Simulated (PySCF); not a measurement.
Record of a relaxation.

Species: C₂H₄FGeN.
Numbering: `[CH:1]#[C:2][Ge@@H:3]([NH2:4])[F:5]` (hydrogens: H6 on C1; H7 on Ge3; H8, H9 on N4)

Method: PySCF 2.14.0, PBE0-D3(BJ)/def2-SVP geometry optimisation, gas phase; density fitting, grid level 1; the optimiser is geomeTRIC in internal coordinates, started from a GFN2-xTB structure. 14 of its 26 geometries are shown. The frame can shift and turn from step to step; on so coarse a grid that alone can change the energy by a few meV, and forces under 0.02 eV/Å are noise.

Step 0: E = -62837.6534 eV, largest atomic force 1.793 eV/Å
```
atom  x, y, z in Å  |  force x, y, z in eV/Å
C1      2.406    0.440   -0.588    0.516   0.097  -0.216
C2      1.325    0.316   -0.076   -1.665  -0.177   0.641
Ge3    -0.414    0.090    0.692    0.383  -0.649   0.036
N4     -1.781   -0.307   -0.408   -0.169   0.049  -0.042
F5     -0.285   -1.364    1.639    0.079  -0.054  -0.021
H6      3.361    0.551   -1.019    0.862   0.095  -0.408
H7     -0.784    1.171    1.659   -0.060   0.614   0.246
H8     -2.029    0.350   -1.132   -0.060   0.266  -0.186
H9     -1.784   -1.242   -0.791    0.115  -0.241  -0.051
```

Step 2: E = -62837.7238 eV, largest atomic force 0.119 eV/Å
```
atom  x, y, z in Å  |  force x, y, z in eV/Å
C1      2.367    0.471   -0.572   -0.019   0.005  -0.016
C2      1.272    0.329   -0.059    0.010  -0.042   0.052
Ge3    -0.456    0.130    0.716    0.031   0.062  -0.097
N4     -1.783   -0.205   -0.472   -0.001  -0.058   0.049
F5     -0.363   -1.316    1.671   -0.007  -0.022   0.041
H6      3.335    0.591   -1.025    0.005   0.004   0.003
H7     -0.796    1.314    1.619   -0.008   0.009   0.010
H8     -1.975    0.533   -1.143   -0.015   0.024   0.000
H9     -1.672   -1.088   -0.964    0.004   0.018  -0.042
```

Step 4: E = -62837.7288 eV, largest atomic force 0.178 eV/Å
```
atom  x, y, z in Å  |  force x, y, z in eV/Å
C1      2.380    0.452   -0.555   -0.021   0.017   0.000
C2      1.286    0.305   -0.043   -0.005  -0.022  -0.019
Ge3    -0.456    0.131    0.701   -0.008  -0.111   0.138
N4     -1.784   -0.217   -0.480    0.013   0.012  -0.082
F5     -0.379   -1.292    1.697    0.007   0.048  -0.041
H6      3.348    0.582   -1.005    0.019  -0.011  -0.001
H7     -0.810    1.319    1.592    0.002   0.063  -0.025
H8     -2.012    0.545   -1.113   -0.030   0.003   0.036
H9     -1.646   -1.066   -1.023    0.023   0.003  -0.007
```

Step 6: E = -62837.7389 eV, largest atomic force 0.426 eV/Å
```
atom  x, y, z in Å  |  force x, y, z in eV/Å
C1      2.406    0.374   -0.493    0.022   0.013   0.052
C2      1.317    0.214    0.025   -0.051   0.048  -0.169
Ge3    -0.461    0.124    0.679   -0.122  -0.203   0.353
N4     -1.749   -0.259   -0.533    0.079   0.117  -0.258
F5     -0.443   -1.214    1.796    0.018   0.078  -0.096
H6      3.378    0.521   -0.930    0.015  -0.033  -0.004
H7     -0.865    1.371    1.465    0.040   0.061  -0.035
H8     -2.150    0.561   -0.983   -0.032  -0.055   0.090
H9     -1.504   -0.933   -1.255    0.032  -0.025   0.067
```

Step 8: E = -62837.7578 eV, largest atomic force 0.122 eV/Å
```
atom  x, y, z in Å  |  force x, y, z in eV/Å
C1      2.398    0.323   -0.450    0.044  -0.063   0.071
C2      1.300    0.186    0.055   -0.026   0.073  -0.095
Ge3    -0.485    0.128    0.696   -0.014   0.045  -0.080
N4     -1.673   -0.265   -0.607    0.064   0.051   0.022
F5     -0.498   -1.176    1.844   -0.018  -0.020   0.056
H6      3.384    0.424   -0.871   -0.023   0.007  -0.009
H7     -0.899    1.413    1.416    0.013  -0.061   0.029
H8     -2.270    0.502   -0.898   -0.044  -0.029  -0.010
H9     -1.329   -0.776   -1.414    0.003  -0.003   0.016
```

Step 10: E = -62837.7712 eV, largest atomic force 0.154 eV/Å
```
atom  x, y, z in Å  |  force x, y, z in eV/Å
C1      2.415    0.246   -0.374    0.011  -0.088   0.041
C2      1.282    0.186    0.064   -0.024   0.100  -0.028
Ge3    -0.511    0.171    0.680    0.107   0.027  -0.106
N4     -1.571   -0.220   -0.716    0.048   0.003   0.071
F5     -0.571   -1.110    1.857   -0.058  -0.052   0.044
H6      3.424    0.265   -0.747   -0.005   0.036  -0.009
H7     -0.934    1.435    1.426   -0.004  -0.003   0.040
H8     -2.471    0.227   -0.818   -0.056   0.011  -0.018
H9     -1.134   -0.443   -1.601   -0.019  -0.035  -0.034
```

Step 12: E = -62837.7752 eV, largest atomic force 0.056 eV/Å
```
atom  x, y, z in Å  |  force x, y, z in eV/Å
C1      2.424    0.253   -0.379   -0.001  -0.031   0.010
C2      1.286    0.207    0.045   -0.011   0.020   0.004
Ge3    -0.502    0.175    0.673    0.005  -0.027  -0.006
N4     -1.586   -0.215   -0.703    0.031   0.042  -0.020
F5     -0.562   -1.119    1.839    0.004  -0.001  -0.003
H6      3.435    0.280   -0.747    0.001   0.016  -0.002
H7     -0.918    1.427    1.444   -0.009   0.006  -0.006
H8     -2.478    0.248   -0.817    0.009  -0.013   0.021
H9     -1.171   -0.498   -1.583   -0.029  -0.012   0.002
```

Step 13: E = -62837.7764 eV, largest atomic force 0.066 eV/Å
```
atom  x, y, z in Å  |  force x, y, z in eV/Å
C1      2.433    0.247   -0.369    0.001   0.007  -0.004
C2      1.290    0.209    0.041    0.008  -0.005  -0.003
Ge3    -0.497    0.177    0.664   -0.034  -0.027   0.046
N4     -1.583   -0.206   -0.710    0.019   0.040  -0.049
F5     -0.564   -1.118    1.832    0.015   0.009  -0.018
H6      3.447    0.279   -0.729    0.001  -0.002   0.002
H7     -0.915    1.427    1.439    0.000   0.003  -0.006
H8     -2.496    0.221   -0.797   -0.002  -0.005   0.022
H9     -1.185   -0.480   -1.599   -0.008  -0.021   0.010
```

Step 15: E = -62837.7786 eV, largest atomic force 0.074 eV/Å
```
atom  x, y, z in Å  |  force x, y, z in eV/Å
C1      2.447    0.251   -0.362   -0.007   0.061  -0.029
C2      1.295    0.227    0.024    0.014  -0.056   0.025
Ge3    -0.489    0.179    0.654   -0.018  -0.001   0.016
N4     -1.585   -0.173   -0.717   -0.009   0.068  -0.028
F5     -0.543   -1.133    1.803    0.014   0.000  -0.002
H6      3.466    0.286   -0.707    0.001  -0.021   0.005
H7     -0.910    1.417    1.444   -0.001  -0.006   0.001
H8     -2.524    0.198   -0.759   -0.016  -0.013   0.005
H9     -1.230   -0.492   -1.608    0.020  -0.032   0.008
```

Step 17: E = -62837.7930 eV, largest atomic force 0.184 eV/Å
```
atom  x, y, z in Å  |  force x, y, z in eV/Å
C1      2.468    0.265   -0.354   -0.030   0.103  -0.066
C2      1.302    0.264   -0.009    0.026  -0.105   0.073
Ge3    -0.476    0.187    0.636   -0.003  -0.009  -0.024
N4     -1.583   -0.068   -0.745   -0.040   0.166  -0.069
F5     -0.508   -1.178    1.727    0.002  -0.004   0.005
H6      3.494    0.294   -0.674    0.003  -0.030   0.009
H7     -0.896    1.386    1.483   -0.001  -0.005   0.002
H8     -2.574    0.123   -0.687    0.007  -0.050   0.018
H9     -1.299   -0.514   -1.606    0.036  -0.066   0.051
```

Step 19: E = -62837.8155 eV, largest atomic force 0.250 eV/Å
```
atom  x, y, z in Å  |  force x, y, z in eV/Å
C1      2.442    0.285   -0.381    0.010  -0.116   0.024
C2      1.304    0.222    0.042    0.002   0.075  -0.031
Ge3    -0.483    0.197    0.659   -0.150  -0.081   0.025
N4     -1.540    0.031   -0.784    0.224   0.107  -0.033
F5     -0.600   -1.197    1.711    0.013   0.022  -0.021
H6      3.452    0.301   -0.750    0.002   0.051  -0.003
H7     -0.880    1.384    1.533    0.004   0.025  -0.027
H8     -2.548    0.123   -0.735    0.055  -0.102   0.040
H9     -1.219   -0.586   -1.523   -0.160   0.018   0.024
```

Step 21: E = -62837.8269 eV, largest atomic force 0.133 eV/Å
```
atom  x, y, z in Å  |  force x, y, z in eV/Å
C1      2.444    0.286   -0.384    0.020  -0.119   0.055
C2      1.313    0.208    0.054   -0.021   0.113  -0.052
Ge3    -0.482    0.203    0.652    0.001  -0.046   0.034
N4     -1.522    0.083   -0.813    0.062   0.000  -0.049
F5     -0.637   -1.203    1.682   -0.009   0.007   0.000
H6      3.452    0.318   -0.758   -0.006   0.040  -0.006
H7     -0.866    1.393    1.528    0.002   0.011  -0.021
H8     -2.530    0.094   -0.702   -0.020  -0.019   0.060
H9     -1.242   -0.623   -1.488   -0.029   0.013  -0.021
```

Step 23: E = -62837.8324 eV, largest atomic force 0.050 eV/Å
```
atom  x, y, z in Å  |  force x, y, z in eV/Å
C1      2.464    0.276   -0.370    0.009  -0.014   0.024
C2      1.319    0.224    0.034   -0.017   0.026  -0.031
Ge3    -0.476    0.205    0.632    0.028  -0.015   0.002
N4     -1.543    0.075   -0.814   -0.032   0.038  -0.007
F5     -0.618   -1.194    1.673   -0.002  -0.002   0.009
H6      3.480    0.319   -0.721   -0.001  -0.004  -0.003
H7     -0.861    1.403    1.495   -0.003   0.000   0.001
H8     -2.544    0.068   -0.647    0.000  -0.013  -0.006
H9     -1.291   -0.618   -1.510    0.018  -0.016   0.012
```

Step 25: E = -62837.8333 eV, largest atomic force under 0.02 eV/Å
```
atom  x, y, z in Å  |  force x, y, z in eV/Å
C1      2.468    0.273   -0.365    0.003   0.006   0.003
C2      1.316    0.239    0.021   -0.002  -0.003  -0.011
Ge3    -0.476    0.213    0.624   -0.008   0.004   0.017
N4     -1.552    0.083   -0.817   -0.003   0.001   0.002
F5     -0.610   -1.188    1.663    0.003   0.003  -0.001
H6      3.489    0.304   -0.705    0.000  -0.006  -0.001
H7     -0.863    1.408    1.492    0.004   0.002  -0.001
H8     -2.550    0.046   -0.635   -0.003  -0.003  -0.008
H9     -1.294   -0.619   -1.505    0.006  -0.004  -0.001
```

Question: Summarise the path.

Answer: The energy falls by 0.1799 eV from step 0 to step 25; nine tenths of that is first reached at step 19. It rises by more than 0.2 meV at step 20. The largest force goes from 1.793 to under 0.02 eV/Å. Among the bonds Ge3–H7 changes most, from 1.497 to 1.527 Å; the atoms move by 0.479 Å rms after alignment.

Question: Follow the three bonds and two angles with the largest change from start to end.

Answer: 
```json
{"step": "0", "E above end (eV)": "0.1799", "largest force (eV/Å)": "1.793", "Ge3–H7 (Å)": "1.497", "C2–Ge3 (Å)": "1.915", "C1–H6 (Å)": "1.053", "N4–Ge3–F5 (°)": "101.8", "C2–Ge3–N4 (°)": "118.1"}
{"step": "1", "E above end (eV)": "0.1170", "largest force (eV/Å)": "0.430", "Ge3–H7 (Å)": "1.542", "C2–Ge3 (Å)": "1.900", "C1–H6 (Å)": "1.079", "N4–Ge3–F5 (°)": "104.7", "C2–Ge3–N4 (°)": "113.7"}
{"step": "2", "E above end (eV)": "0.1095", "largest force (eV/Å)": "0.119", "Ge3–H7 (Å)": "1.527", "C2–Ge3 (Å)": "1.905", "C1–H6 (Å)": "1.076", "N4–Ge3–F5 (°)": "104.3", "C2–Ge3–N4 (°)": "114.6"}
{"step": "3", "E above end (eV)": "0.1078", "largest force (eV/Å)": "0.045", "Ge3–H7 (Å)": "1.526", "C2–Ge3 (Å)": "1.904", "C1–H6 (Å)": "1.076", "N4–Ge3–F5 (°)": "104.2", "C2–Ge3–N4 (°)": "115.1"}
{"step": "4", "E above end (eV)": "0.1045", "largest force (eV/Å)": "0.178", "Ge3–H7 (Å)": "1.526", "C2–Ge3 (Å)": "1.902", "C1–H6 (Å)": "1.076", "N4–Ge3–F5 (°)": "104.4", "C2–Ge3–N4 (°)": "115.7"}
{"step": "5", "E above end (eV)": "0.0996", "largest force (eV/Å)": "0.362", "Ge3–H7 (Å)": "1.527", "C2–Ge3 (Å)": "1.899", "C1–H6 (Å)": "1.076", "N4–Ge3–F5 (°)": "104.9", "C2–Ge3–N4 (°)": "116.4"}
{"step": "7", "E above end (eV)": "0.0867", "largest force (eV/Å)": "0.291", "Ge3–H7 (Å)": "1.529", "C2–Ge3 (Å)": "1.895", "C1–H6 (Å)": "1.076", "N4–Ge3–F5 (°)": "106.8", "C2–Ge3–N4 (°)": "115.4"}
{"step": "8", "E above end (eV)": "0.0755", "largest force (eV/Å)": "0.122", "Ge3–H7 (Å)": "1.531", "C2–Ge3 (Å)": "1.897", "C1–H6 (Å)": "1.077", "N4–Ge3–F5 (°)": "108.0", "C2–Ge3–N4 (°)": "112.5"}
{"step": "9", "E above end (eV)": "0.0702", "largest force (eV/Å)": "0.173", "Ge3–H7 (Å)": "1.529", "C2–Ge3 (Å)": "1.898", "C1–H6 (Å)": "1.076", "N4–Ge3–F5 (°)": "108.7", "C2–Ge3–N4 (°)": "111.0"}
{"step": "10", "E above end (eV)": "0.0621", "largest force (eV/Å)": "0.154", "Ge3–H7 (Å)": "1.528", "C2–Ge3 (Å)": "1.896", "C1–H6 (Å)": "1.076", "N4–Ge3–F5 (°)": "110.1", "C2–Ge3–N4 (°)": "107.9"}
{"step": "11", "E above end (eV)": "0.0597", "largest force (eV/Å)": "0.085", "Ge3–H7 (Å)": "1.528", "C2–Ge3 (Å)": "1.896", "C1–H6 (Å)": "1.076", "N4–Ge3–F5 (°)": "109.3", "C2–Ge3–N4 (°)": "108.3"}
{"step": "12", "E above end (eV)": "0.0581", "largest force (eV/Å)": "0.056", "Ge3–H7 (Å)": "1.528", "C2–Ge3 (Å)": "1.895", "C1–H6 (Å)": "1.076", "N4–Ge3–F5 (°)": "109.3", "C2–Ge3–N4 (°)": "108.6"}
{"step": "13", "E above end (eV)": "0.0569", "largest force (eV/Å)": "0.066", "Ge3–H7 (Å)": "1.529", "C2–Ge3 (Å)": "1.893", "C1–H6 (Å)": "1.076", "N4–Ge3–F5 (°)": "109.3", "C2–Ge3–N4 (°)": "108.9"}
{"step": "14", "E above end (eV)": "0.0563", "largest force (eV/Å)": "0.065", "Ge3–H7 (Å)": "1.529", "C2–Ge3 (Å)": "1.893", "C1–H6 (Å)": "1.076", "N4–Ge3–F5 (°)": "109.4", "C2–Ge3–N4 (°)": "109.0"}
{"step": "15", "E above end (eV)": "0.0547", "largest force (eV/Å)": "0.074", "Ge3–H7 (Å)": "1.529", "C2–Ge3 (Å)": "1.893", "C1–H6 (Å)": "1.076", "N4–Ge3–F5 (°)": "109.7", "C2–Ge3–N4 (°)": "109.1"}
{"step": "16", "E above end (eV)": "0.0462", "largest force (eV/Å)": "0.234", "Ge3–H7 (Å)": "1.528", "C2–Ge3 (Å)": "1.893", "C1–H6 (Å)": "1.076", "N4–Ge3–F5 (°)": "111.1", "C2–Ge3–N4 (°)": "109.1"}
{"step": "17", "E above end (eV)": "0.0403", "largest force (eV/Å)": "0.184", "Ge3–H7 (Å)": "1.527", "C2–Ge3 (Å)": "1.893", "C1–H6 (Å)": "1.076", "N4–Ge3–F5 (°)": "111.1", "C2–Ge3–N4 (°)": "108.9"}
{"step": "18", "E above end (eV)": "0.0279", "largest force (eV/Å)": "0.216", "Ge3–H7 (Å)": "1.527", "C2–Ge3 (Å)": "1.891", "C1–H6 (Å)": "1.076", "N4–Ge3–F5 (°)": "111.3", "C2–Ge3–N4 (°)": "108.1"}
{"step": "20", "E above end (eV)": "0.0181", "largest force (eV/Å)": "0.212", "Ge3–H7 (Å)": "1.526", "C2–Ge3 (Å)": "1.892", "C1–H6 (Å)": "1.076", "N4–Ge3–F5 (°)": "112.3", "C2–Ge3–N4 (°)": "106.2"}
{"step": "21", "E above end (eV)": "0.0064", "largest force (eV/Å)": "0.133", "Ge3–H7 (Å)": "1.526", "C2–Ge3 (Å)": "1.892", "C1–H6 (Å)": "1.076", "N4–Ge3–F5 (°)": "112.0", "C2–Ge3–N4 (°)": "106.9"}
{"step": "22", "E above end (eV)": "0.0021", "largest force (eV/Å)": "0.073", "Ge3–H7 (Å)": "1.526", "C2–Ge3 (Å)": "1.892", "C1–H6 (Å)": "1.076", "N4–Ge3–F5 (°)": "111.9", "C2–Ge3–N4 (°)": "107.6"}
{"step": "23", "E above end (eV)": "0.0009", "largest force (eV/Å)": "0.050", "Ge3–H7 (Å)": "1.527", "C2–Ge3 (Å)": "1.892", "C1–H6 (Å)": "1.076", "N4–Ge3–F5 (°)": "111.8", "C2–Ge3–N4 (°)": "108.0"}
{"step": "24", "E above end (eV)": "0.0003", "largest force (eV/Å)": "0.029", "Ge3–H7 (Å)": "1.527", "C2–Ge3 (Å)": "1.891", "C1–H6 (Å)": "1.076", "N4–Ge3–F5 (°)": "111.8", "C2–Ge3–N4 (°)": "108.2"}
{"step": "25", "E above end (eV)": "0.0000", "largest force (eV/Å)": "under 0.02", "Ge3–H7 (Å)": "1.527", "C2–Ge3 (Å)": "1.891", "C1–H6 (Å)": "1.076", "N4–Ge3–F5 (°)": "111.8", "C2–Ge3–N4 (°)": "108.2"}
```

What follows is the cost of the whole optimisation. Hardware: one thread, Arm Neoverse V1 (shared host). Cost: 1.8 min of wall time.
